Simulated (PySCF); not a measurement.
Members of one series of related molecules.

All values: PBE0/def2-SVPD (PySCF) at PBE0-D3(BJ)/def2-SVP geometries, gas phase, one conformer each. Core orbitals are frozen in the response; Δα² is half the sum of the squared differences of the principal polarisabilities. The calculation is non-relativistic, for germanium too.

Question: Rank by vertical ionisation energy (ΔSCF), lowest first.
A. `[CH2]1[GeH]([CH2]F)[CH2]CCC1`
B. `[PH2][GeH]1[CH2]CCC[CH2]1`
C. `[BH2][GeH]1[CH2]CCC[CH2]1`
D. `C/N=[CH]\[GeH]1[CH2]CCC[CH2]1`

Answer: D (8.40 eV), B (8.97 eV), C (9.23 eV), A (9.39 eV).

Question: Rank by mean static polarisability, highest first.
A. `C=[N][GeH]1[CH2]CCC[CH2]1`
B. `[BH2][GeH]1[CH2]CCC[CH2]1`
C. `C/N=[CH]\[GeH]1[CH2]CCC[CH2]1`
D. `[CH3][GeH]1[CH2]CCC[CH2]1`
E. `[PH2][GeH]1[CH2]CCC[CH2]1`

Answer: C (17.91 Å³), E (17.16 Å³), A (15.93 Å³), B (15.68 Å³), D (14.74 Å³).

Question: Rank by HOMO energy, highest first.
A. `C=[N][GeH]1[CH2]CCC[CH2]1`
B. `C1CC[CH2][GeH]([PH2])[CH2]1`
C. `C1C[CH2][GeH]([CH3])[CH2]C1`
D. `C/N=[CH]\[GeH]1[CH2]CCC[CH2]1`
E. `[CH2]1[GeH]([CH2]CCC1)[CH2]F`
F. `[BH2][GeH]1[CH2]CCC[CH2]1`

Answer: D (-6.59 eV), A (-6.73 eV), B (-7.11 eV), C (-7.34 eV), F (-7.48 eV), E (-7.61 eV).

All values together:

```tsv
SMILES	formula	μ (D)	HOMO (eV)	LUMO (eV)	α (Å³)	Δα (Å³)	electrons	α per electron (Å³)	ΔSCF removal energy (eV)
[PH2][GeH]1[CH2]CCC[CH2]1	C5H13GeP	1.13	-7.11	0.27	17.16	3.08	90	0.191	8.97
[CH3][GeH]1[CH2]CCC[CH2]1	C6H14Ge	0.56	-7.34	0.56	14.74	2.10	82	0.180	9.11
C/N=[CH]\[GeH]1[CH2]CCC[CH2]1	C7H15GeN	1.88	-6.59	-0.67	17.91	6.77	96	0.187	8.40
[BH2][GeH]1[CH2]CCC[CH2]1	C5H13BGe	0.71	-7.48	-2.25	15.68	4.87	80	0.196	9.23
F[CH2][GeH]1[CH2]CCC[CH2]1	C6H13FGe	2.19	-7.61	0.49	14.73	2.20	90	0.164	9.39
C=[N][GeH]1[CH2]CCC[CH2]1	C6H13GeN	0.82	-6.73	-0.49	15.93	4.61	88	0.181	–
```

Conformers: `[PH2:1][GeH:2]1[CH2:3][CH2:4][CH2:5][CH2:6][CH2:7]1` with H–P1–Ge2–C3 73° and 167°, P1–Ge2–C3–C4 70°, Ge2–C3–C4–C5 56°, C3–C4–C5–C6 -67°, C4–C5–C6–C7 67°; `[CH3:1][GeH:2]1[CH2:3][CH2:4][CH2:5][CH2:6][CH2:7]1` with C1–Ge2–C3–C4 -74°, Ge2–C3–C4–C5 -56°, C3–C4–C5–C6 67°, C4–C5–C6–C7 -67°; `[CH3:1]/[N:2]=[CH:3]\[GeH:4]1[CH2:5][CH2:6][CH2:7][CH2:8][CH2:9]1` with N2–C3–Ge4–C5 67°, C3–Ge4–C5–C6 161°, Ge4–C5–C6–C7 -56°, C5–C6–C7–C8 67°, C6–C7–C8–C9 -66°; `[BH2:1][GeH:2]1[CH2:3][CH2:4][CH2:5][CH2:6][CH2:7]1` with H–B1–Ge2–C3 -115° and 64°, B1–Ge2–C3–C4 -166°, Ge2–C3–C4–C5 57°, C3–C4–C5–C6 -67°, C4–C5–C6–C7 66°; `[F:1][CH2:2][GeH:3]1[CH2:4][CH2:5][CH2:6][CH2:7][CH2:8]1` with F1–C2–Ge3–C4 59°, C2–Ge3–C4–C5 77°, Ge3–C4–C5–C6 55°, C4–C5–C6–C7 -67°, C5–C6–C7–C8 67°; `[CH2:1]=[N:2][GeH:3]1[CH2:4][CH2:5][CH2:6][CH2:7][CH2:8]1` with C1–N2–Ge3–C4 126°, N2–Ge3–C4–C5 69°, Ge3–C4–C5–C6 56°, C4–C5–C6–C7 -67°, C5–C6–C7–C8 67°.

A dash marks a removal energy that wasn't run or isn't settled.

Q: By how much does the ΔSCF value exceed −ε(HOMO) over the species that have both?

A: By 1.74 to 1.86 eV, 1.79 eV on average, over 5 species.
